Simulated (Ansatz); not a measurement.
Ansatz (a first-principles code) input (B3LYP-D3(BJ)/def2-TZVP):

Ansatz 0.2 input:
```yaml
crystal:
  periodic: [false, false, false]
  atoms:
    - {symbol: C, position_ang: [2.40528774, -1.12999453, 0.05411507]}
    - {symbol: C, position_ang: [1.23952216, -0.30213938, 0.46664448]}
    - {symbol: C, position_ang: [1.66631887, 1.12795871, 0.81684178]}
    - {symbol: C, position_ang: [0.13685201, -0.34534789, -0.60613049]}
    - {symbol: C, position_ang: [-1.17229727, 0.38193984, -0.27658631]}
    - {symbol: C, position_ang: [-1.83950666, -0.16149154, 0.98728614]}
    - {symbol: C, position_ang: [-2.12846528, 0.29744218, -1.46746728]}
    - {symbol: H, position_ang: [2.26698074, -2.02022821, -0.54536913]}
    - {symbol: H, position_ang: [3.39319951, -0.93390514, 0.44942606]}
    - {symbol: H, position_ang: [0.82229469, -0.74863580, 1.38445916]}
    - {symbol: H, position_ang: [2.01993775, 1.65223204, -0.07425329]}
    - {symbol: H, position_ang: [2.47825952, 1.12111697, 1.54636750]}
    - {symbol: H, position_ang: [0.84273886, 1.70172350, 1.24288907]}
    - {symbol: H, position_ang: [-0.09622253, -1.39495769, -0.81936511]}
    - {symbol: H, position_ang: [0.54739190, 0.07031019, -1.53234844]}
    - {symbol: H, position_ang: [-0.94554606, 1.44037947, -0.11161673]}
    - {symbol: H, position_ang: [-2.78980208, 0.34335636, 1.17289320]}
    - {symbol: H, position_ang: [-1.21644969, -0.02574495, 1.87229391]}
    - {symbol: H, position_ang: [-2.04542708, -1.23098543, 0.88534041]}
    - {symbol: H, position_ang: [-3.05100198, 0.84866508, -1.27389149]}
    - {symbol: H, position_ang: [-1.67364362, 0.70841092, -2.37121068]}
    - {symbol: H, position_ang: [-2.39897949, -0.74194186, -1.67383469]}
basis:
  gaussian:
    orbitals: def2-TZVP
hamiltonian:
  xc: b3lyp
  dispersion: d3bj
magnetization: {spin_polarized: true, initial_magnetization: 1}
phonons: {temperatures: {t_min: 298.15, t_max: 298.15, t_step: 100}}
```

Output:

```
Functional definition: B3LYP
integrals: 0.32 GiB planned
1920 factors; their error is unknown
0.42 GiB of the device are held for the grids
2.12 GiB of device memory are held for the factors and their scratch space
mean field: 2.73 GiB planned
mean field evaluation 1: about -7485.9037 eV, gradient 6.4e1 eV
mean field evaluation 2: about -7469.7114 eV, gradient 8.4e1 eV
mean field evaluation 4: about -7505.6871 eV, gradient 5.0e0 eV
mean field evaluation 8: about -7505.7968 eV, gradient 7.7e-2 eV
mean field evaluation 16: about -7505.7407 eV, gradient 5.3e-4 eV
mean field -7505.74070318 eV, -275.8308832681 hartree, gradient 3.4e-5 eV, S^2 0.753940; 0 other end points of the search recorded, 0 dependent functions left out
the calculation of the forces begins
reference -7505.74105794 eV, -275.8308963054 hartree; 29, 28 occupied and 278, 279 virtual orbitals, 1920 factors
these checks for a lower state are left out or cut short: stability, starts, cluster_reference, orbital_swaps, neighbouring_geometries, increment
integrals: 0.32 GiB planned
1920 factors; their error is unknown
0.42 GiB of the device are held for the grids
2.12 GiB of device memory are held for the factors and their scratch space
mean field: 2.73 GiB planned
mean field -7505.74060559 eV, -275.8308796816 hartree, gradient 2.5e-6 eV, S^2 0.753936; 0 other end points of the search recorded, 0 dependent functions left out
the calculation of the forces begins
reference -7505.74096033 eV, -275.8308927182 hartree; 29, 28 occupied and 278, 279 virtual orbitals, 1920 factors
these checks for a lower state are left out or cut short: stability, starts, cluster_reference, orbital_swaps, neighbouring_geometries, increment
integrals: 0.32 GiB planned
1920 factors; their error is unknown
0.42 GiB of the device are held for the grids
2.12 GiB of device memory are held for the factors and their scratch space
mean field: 2.73 GiB planned
mean field evaluation 32: about -7505.7405 eV, gradient 2.2e-6 eV
mean field -7505.74046116 eV, -275.8308743739 hartree, gradient 2.5e-6 eV, S^2 0.753944; 0 other end points of the search recorded, 0 dependent functions left out
the calculation of the forces begins
reference -7505.74081594 eV, -275.8308874118 hartree; 29, 28 occupied and 278, 279 virtual orbitals, 1920 factors
these checks for a lower state are left out or cut short: stability, starts, cluster_reference, orbital_swaps, neighbouring_geometries, increment
integrals: 0.32 GiB planned
1920 factors; their error is unknown
0.42 GiB of the device are held for the grids
2.12 GiB of device memory are held for the factors and their scratch space
mean field: 2.73 GiB planned
mean field -7505.74052218 eV, -275.8308766166 hartree, gradient 2.5e-6 eV, S^2 0.753940; 0 other end points of the search recorded, 0 dependent functions left out
the calculation of the forces begins
reference -7505.74087700 eV, -275.8308896560 hartree; 29, 28 occupied and 278, 279 virtual orbitals, 1920 factors
these checks for a lower state are left out or cut short: stability, starts, cluster_reference, orbital_swaps, neighbouring_geometries, increment
integrals: 0.32 GiB planned
1920 factors; their error is unknown
0.42 GiB of the device are held for the grids
2.12 GiB of device memory are held for the factors and their scratch space
mean field: 2.73 GiB planned
mean field -7505.74063087 eV, -275.8308806107 hartree, gradient 2.5e-6 eV, S^2 0.753939; 0 other end points of the search recorded, 0 dependent functions left out
[...]
2.12 GiB of device memory are held for the factors and their scratch space
mean field: 2.73 GiB planned
mean field -7505.74068855 eV, -275.8308827306 hartree, gradient 2.5e-6 eV, S^2 0.753940; 0 other end points of the search recorded, 0 dependent functions left out
the calculation of the forces begins
reference -7505.74104332 eV, -275.8308957681 hartree; 29, 28 occupied and 278, 279 virtual orbitals, 1920 factors
these checks for a lower state are left out or cut short: stability, starts, cluster_reference, orbital_swaps, neighbouring_geometries, increment
integrals: 0.32 GiB planned
1920 factors; their error is unknown
0.42 GiB of the device are held for the grids
2.12 GiB of device memory are held for the factors and their scratch space
mean field: 2.73 GiB planned
mean field -7505.74066454 eV, -275.8308818480 hartree, gradient 2.5e-6 eV, S^2 0.753940; 0 other end points of the search recorded, 0 dependent functions left out
the calculation of the forces begins
reference -7505.74101929 eV, -275.8308948850 hartree; 29, 28 occupied and 278, 279 virtual orbitals, 1920 factors
these checks for a lower state are left out or cut short: stability, starts, cluster_reference, orbital_swaps, neighbouring_geometries, increment
integrals: 0.32 GiB planned
1920 factors; their error is unknown
0.42 GiB of the device are held for the grids
2.12 GiB of device memory are held for the factors and their scratch space
mean field: 2.73 GiB planned
mean field -7505.74059281 eV, -275.8308792119 hartree, gradient 2.5e-6 eV, S^2 0.753940; 0 other end points of the search recorded, 0 dependent functions left out
the calculation of the forces begins
reference -7505.74094753 eV, -275.8308922479 hartree; 29, 28 occupied and 278, 279 virtual orbitals, 1920 factors
these checks for a lower state are left out or cut short: stability, starts, cluster_reference, orbital_swaps, neighbouring_geometries, increment
integrals: 0.32 GiB planned
1920 factors; their error is unknown
0.42 GiB of the device are held for the grids
2.12 GiB of device memory are held for the factors and their scratch space
mean field: 2.73 GiB planned
mean field evaluation 896: about -7505.7956 eV, gradient 7.0e-4 eV
mean field -7505.74066636 eV, -275.8308819148 hartree, gradient 2.5e-6 eV, S^2 0.753940; 0 other end points of the search recorded, 0 dependent functions left out
the calculation of the forces begins
reference -7505.74102115 eV, -275.8308949533 hartree; 29, 28 occupied and 278, 279 virtual orbitals, 1920 factors
these checks for a lower state are left out or cut short: stability, starts, cluster_reference, orbital_swaps, neighbouring_geometries, increment
integrals: 0.32 GiB planned
1920 factors; their error is unknown
0.42 GiB of the device are held for the grids
2.12 GiB of device memory are held for the factors and their scratch space
mean field: 2.73 GiB planned
mean field -7505.74065341 eV, -275.8308814391 hartree, gradient 2.5e-6 eV, S^2 0.753940; 0 other end points of the search recorded, 0 dependent functions left out
the calculation of the forces begins
reference -7505.74100814 eV, -275.8308944752 hartree; 29, 28 occupied and 278, 279 virtual orbitals, 1920 factors
these checks for a lower state are left out or cut short: stability, starts, cluster_reference, orbital_swaps, neighbouring_geometries, increment
integrals: 0.32 GiB planned
1920 factors; their error is unknown
0.42 GiB of the device are held for the grids
2.12 GiB of device memory are held for the factors and their scratch space
mean field: 2.73 GiB planned
mean field -7505.74071367 eV, -275.8308836534 hartree, gradient 2.5e-6 eV, S^2 0.753940; 0 other end points of the search recorded, 0 dependent functions left out
the calculation of the forces begins
reference -7505.74106846 eV, -275.8308966917 hartree; 29, 28 occupied and 278, 279 virtual orbitals, 1920 factors
these checks for a lower state are left out or cut short: stability, starts, cluster_reference, orbital_swaps, neighbouring_geometries, increment
integrals: 0.32 GiB planned
1920 factors; their error is unknown
0.42 GiB of the device are held for the grids
2.12 GiB of device memory are held for the factors and their scratch space
mean field: 2.73 GiB planned
mean field -7505.74059963 eV, -275.8308794627 hartree, gradient 2.5e-6 eV, S^2 0.753940; 0 other end points of the search recorded, 0 dependent functions left out
the calculation of the forces begins
reference -7505.74095436 eV, -275.8308924986 hartree; 29, 28 occupied and 278, 279 virtual orbitals, 1920 factors
these checks for a lower state are left out or cut short: stability, starts, cluster_reference, orbital_swaps, neighbouring_geometries, increment
integrals: 0.32 GiB planned
1920 factors; their error is unknown
0.42 GiB of the device are held for the grids
2.12 GiB of device memory are held for the factors and their scratch space
mean field: 2.73 GiB planned
mean field evaluation 928: about -7505.7406 eV, gradient 2.1e-6 eV
mean field -7505.74062171 eV, -275.8308802741 hartree, gradient 2.5e-6 eV, S^2 0.753940; 0 other end points of the search recorded, 0 dependent functions left out
the calculation of the forces begins
reference -7505.74097651 eV, -275.8308933127 hartree; 29, 28 occupied and 278, 279 virtual orbitals, 1920 factors
these checks for a lower state are left out or cut short: stability, starts, cluster_reference, orbital_swaps, neighbouring_geometries, increment
integrals: 0.32 GiB planned
1920 factors; their error is unknown
0.42 GiB of the device are held for the grids
2.12 GiB of device memory are held for the factors and their scratch space
mean field: 2.73 GiB planned
mean field -7505.74065252 eV, -275.8308814063 hartree, gradient 2.5e-6 eV, S^2 0.753940; 0 other end points of the search recorded, 0 dependent functions left out
the calculation of the forces begins
reference -7505.74100726 eV, -275.8308944429 hartree; 29, 28 occupied and 278, 279 virtual orbitals, 1920 factors
these checks for a lower state are left out or cut short: stability, starts, cluster_reference, orbital_swaps, neighbouring_geometries, increment
integrals: 0.32 GiB planned
1920 factors; their error is unknown
0.42 GiB of the device are held for the grids
2.12 GiB of device memory are held for the factors and their scratch space
mean field: 2.73 GiB planned
mean field -7505.74071823 eV, -275.8308838212 hartree, gradient 2.5e-6 eV, S^2 0.753940; 0 other end points of the search recorded, 0 dependent functions left out
the calculation of the forces begins
reference -7505.74107301 eV, -275.8308968590 hartree; 29, 28 occupied and 278, 279 virtual orbitals, 1920 factors
Total energy: -7506.60039129 eV, -275.8624762233 hartree
Atom 0 at     2.405288    -1.129995     0.054115 Å, force     0.000531    -0.000521    -0.000591 eV/Å
Atom 1 at     1.239522    -0.302139     0.466644 Å, force     0.000183    -0.000142    -0.000152 eV/Å
Atom 2 at     1.666319     1.127959     0.816842 Å, force    -0.000119     0.000651     0.000270 eV/Å
Atom 3 at     0.136852    -0.345348    -0.606130 Å, force    -0.000385     0.000190     0.000346 eV/Å
Atom 4 at    -1.172297     0.381940    -0.276586 Å, force     0.000203    -0.000091     0.000120 eV/Å
Atom 5 at    -1.839507    -0.161492     0.987286 Å, force     0.000001     0.000329    -0.000274 eV/Å
Atom 6 at    -2.128465     0.297442    -1.467467 Å, force     0.000038     0.000113     0.000380 eV/Å
Atom 7 at     2.266981    -2.020228    -0.545369 Å, force    -0.000114     0.000201     0.000222 eV/Å
Atom 8 at     3.393200    -0.933905     0.449426 Å, force    -0.000054     0.000032     0.000065 eV/Å
Atom 9 at     0.822295    -0.748636     1.384459 Å, force    -0.000134     0.000141    -0.000283 eV/Å
Atom 10 at     2.019938     1.652232    -0.074253 Å, force    -0.000164     0.000023    -0.000050 eV/Å
Atom 11 at     2.478260     1.121117     1.546367 Å, force     0.000042    -0.000139     0.000055 eV/Å
Atom 12 at     0.842739     1.701723     1.242889 Å, force    -0.000085    -0.000429    -0.000141 eV/Å
Atom 13 at    -0.096223    -1.394958    -0.819365 Å, force     0.000349    -0.000250    -0.000310 eV/Å
Atom 14 at     0.547392     0.070310    -1.532348 Å, force     0.000244    -0.000072     0.000111 eV/Å
Atom 15 at    -0.945546     1.440379    -0.111617 Å, force    -0.000051     0.000039     0.000012 eV/Å
Atom 16 at    -2.789802     0.343356     1.172893 Å, force    -0.000035     0.000083    -0.000108 eV/Å
Atom 17 at    -1.216450    -0.025745     1.872294 Å, force    -0.000270     0.000018     0.000289 eV/Å
Atom 18 at    -2.045427    -1.230985     0.885340 Å, force    -0.000068     0.000003     0.000123 eV/Å
Atom 19 at    -3.051002     0.848665    -1.273891 Å, force    -0.000030    -0.000089    -0.000088 eV/Å
Atom 20 at    -1.673644     0.708411    -2.371211 Å, force     0.000040    -0.000099    -0.000064 eV/Å
Atom 21 at    -2.398979    -0.741942    -1.673835 Å, force    -0.000120     0.000009     0.000066 eV/Å
Dipole moment:    -0.053225     0.032642     0.041305 e Å
Vibrations: 58.23 113.62 123.00 179.31 228.63 236.47 253.37 310.36 344.24 399.26 409.44 448.97 470.55 536.04 818.92 825.69 884.57 919.26 934.72 964.42 970.19 991.11 1024.12 1093.36 1126.99 1180.67 1194.42 1200.84 1264.00 1288.29 1339.59 1345.31 1376.23 1388.30 1402.21 1407.63 1422.59 1465.27 1480.74 1489.40 1494.25 1499.50 1502.94 1505.06 1511.95 2917.84 3000.41 3011.41 3019.78 3025.70 3030.43 3039.95 3077.08 3084.11 3088.73 3089.44 3095.06 3101.61 3137.94 3237.33 cm⁻¹, zero-point energy 5.478914 eV
```

It need not be the lowest isomer of its formula.
